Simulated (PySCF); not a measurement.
CHS₂, charge +1, singlet, geometry from GFN2-xTB. Base run: CCSD/def2-SVP (PySCF).

Input for PySCF:
```python
from pyscf import gto, scf, cc

mol = gto.M(
    atom='''
S     1.58430704   -0.26785357    0.12175310
C     0.08573192   -0.03360156    0.03376535
S    -1.49657898    0.30561906   -0.18982270
H    -1.91804046   -0.40263843    0.88652151
''',
    basis='def2-svp',
    charge=1,
    verbose=4,
)

mf = scf.RHF(mol)
mf.kernel()

mycc = cc.CCSD(mf)
mycc.kernel()
print('E(CCSD) = %.10f' % mycc.e_tot)
```

The base run was repeated with changes; each row names its change, and settings that it needs were set with it.

| change | ΔE vs base (kcal/mol) | MP2 correlation (Eh) | CC correlation without the perturbative part (Eh) | basis functions |
|---|---|---|---|---|
| base | 0.000 | -0.41216 | -0.43166 | 55 |
| cc.diis_space = 10 | 0.000 | -0.41216 | -0.43166 | 55 |
| cart = on | ? | ? | ? | ? |
| frozen = 12 | 47.58 | -0.34200 | -0.35583 | 55 |
| frozen = 11 | ? | ? | ? | 55 |
| cc.direct = True | 0.000 | -0.41216 | -0.43166 | 55 |
| method = ccsd(t) | -13.81 | -0.41216 | -0.43166 | 55 |
| cc.iterative_damping = 0.8 | 0.000 | -0.41216 | -0.43166 | 55 |
| cc.diis_space = 3 | 0.000 | -0.41216 | -0.43166 | 55 |
| method = cisd | ? | - | - | 55 |

Complete the blanks.


- cart = on, ΔE vs base (kcal/mol): -20.11
- cart = on, MP2 correlation (Eh): -0.42968
- cart = on, CC correlation without the perturbative part (Eh): -0.44905
- cart = on, basis functions: 58
- frozen = 11, ΔE vs base (kcal/mol): 11.92
- frozen = 11, MP2 correlation (Eh): -0.39099
- frozen = 11, CC correlation without the perturbative part (Eh): -0.41266
- method = cisd, ΔE vs base (kcal/mol): 33.21
